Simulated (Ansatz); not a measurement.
Molecule: C7H14, charge 0, multiplicity 1. SMILES: CC(C)(C)CC=C
Structure (B3LYP-D3(BJ)/def2-TZVP (Ansatz, a quantum-chemistry and plane-wave program) minimum search):
```
C
C 1 1.5320
H 2 1.0906 1 111.31
H 2 1.0922 3 108.18 1 121.72
H 2 1.0926 3 107.76 4 116.42
C 1 1.5329 2 109.38 3 -179.42
H 6 1.0922 1 110.85 2 -59.43
H 6 1.0924 7 107.88 1 -121.79
H 6 1.0926 7 107.90 8 -116.35
C 1 1.5333 2 109.67 3 60.93
H 10 1.0909 1 111.67 2 -56.70
H 10 1.0921 11 107.53 1 -121.33
H 10 1.0928 11 108.10 12 -116.14
C 1 1.5507 2 110.03 3 -61.01
H 14 1.0938 1 108.45 2 -60.58
H 14 1.0962 15 106.77 1 115.75
C 14 1.4966 15 109.18 16 117.57
C 17 1.3271 14 124.95 15 7.73
H 18 1.0826 17 121.77 14 -179.81
H 18 1.0845 19 116.81 17 -179.84
H 17 1.0863 18 118.60 19 -0.01
```
Charge 0, spin multiplicity 1.

Wanted: atomisation energy (electronic, to ground-state atoms); the coupled-cluster value holds the core correlation from cc-pwCVTZ, in eV. Correlated levels leave the core frozen unless marked. Open shells are spin-unrestricted. Spin-orbit coupling is left out. No relativistic terms. CBS marks a two-point X^-3 extrapolation of the correlation energy; Hartree-Fock from the larger set. The bracket is a focal-point correction in the basis named.

Level to compare with: RI-MP2/CBS(aug-cc-pVTZ,aug-cc-pVQZ)+[CCSD(T)-MP2]/aug-cc-pVTZ plus the core term (Ansatz), 88.81 eV. It is a level with limits of its own, and the differences hold the functionals' basis error too.

Problem. Rank these functionals by how close they come to RI-MP2/CBS(aug-cc-pVTZ,aug-cc-pVQZ)+[CCSD(T)-MP2]/aug-cc-pVTZ, closest first: wB97X-V/def2-TZVPD (Ansatz); wB97M-V/def2-TZVPD (Ansatz); PBE/def2-TZVPD (Ansatz).

Solution. wB97M-V/def2-TZVPD (range-separated hybrid meta-GGA with VV10, 88.56 eV, difference -0.25), wB97X-V/def2-TZVPD (range-separated hybrid with VV10, 88.43 eV, difference -0.38), PBE/def2-TZVPD (GGA, 89.53 eV, difference 0.72)
